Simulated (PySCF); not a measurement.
# Computed properties of 2-methyl-1,3-dioxole (C4H6O2), SMILES CC1OC=CO1

2-methyl-1,3-dioxole (C₄H₆O₂), SMILES O1C=COC1C. Geometry: PBE0-D3(BJ)/def2-SVP. Other conformers were not sampled. All values are computed for the isolated molecule unless a solvent is named; none is compared with measurement here.

**Structure.** The optimised structure has Cs symmetry. All 30 harmonic modes at PBE0-D3(BJ)/def2-SVP (PySCF) are real, so it is a minimum. With heavy atoms numbered as in [CH3:1][CH:2]1[O:3][CH:4]=[CH:5][O:6]1, the shortest bond between them is C4–C5 at 1.333 Å and the longest C1–C2 at 1.511 Å.

**Vibrations.** The strongest infrared lines (harmonic, unscaled, degenerate partners summed) lie at 1250 cm⁻¹ (279 km/mol, O 48 %, C 34 %, H 18 %), 1411 cm⁻¹ (73 km/mol, H 67 %, C 32 %), 926 cm⁻¹ (65 km/mol, O 50 %, C 28 %, H 22 %). The softest mode is at 89 cm⁻¹ and the zero-point energy is 61.0 kcal/mol.

**Electronic structure.** CAM-B3LYP/def2-TZVP (PySCF) places the frontier levels at -7.06 and 2.02 eV, a gap of 9.08 eV, and gives a dipole moment of 0.62 D and a mean polarisability of 51.2 bohr³. PBE/def2-TZVP (PySCF) at the same geometry gives -4.43 and -0.09 eV, so its gap is 4.74 eV narrower. An orbital gap is neither the optical nor the fundamental gap.

**Excitations.** TDA-B3LYP/def2-SVPD (PySCF) has S1 at 5.20 eV (238 nm, f = 0.013, weak); the most intense of the 10 singlets computed lies at 6.09 eV (f = 0.11). T1 (TDA) is at 3.70 eV, 1.50 eV under S1. TDA-PBE/def2-SVPD (PySCF) puts S1 at 4.71 eV. No vertical singlet excitation falls in the visible range (under 3.1 eV).

**NMR.** GIAO shifts at HF/pcSseg-1 (PySCF) (non-relativistic, atoms alike by connectivity averaged): ¹³C from 22.9 to 134.4 ppm against TMS; ¹H from 1.6 to 6.6 ppm against TMS.

**Solvation.** SMD-B3LYP/6-31G* (PySCF) gives -2.0 kcal/mol in water, -3.2 kcal/mol in chloroform, -3.5 kcal/mol in 2-propanol (1 M in both phases, gas-phase geometry); of these solvents 2-propanol holds the molecule best.
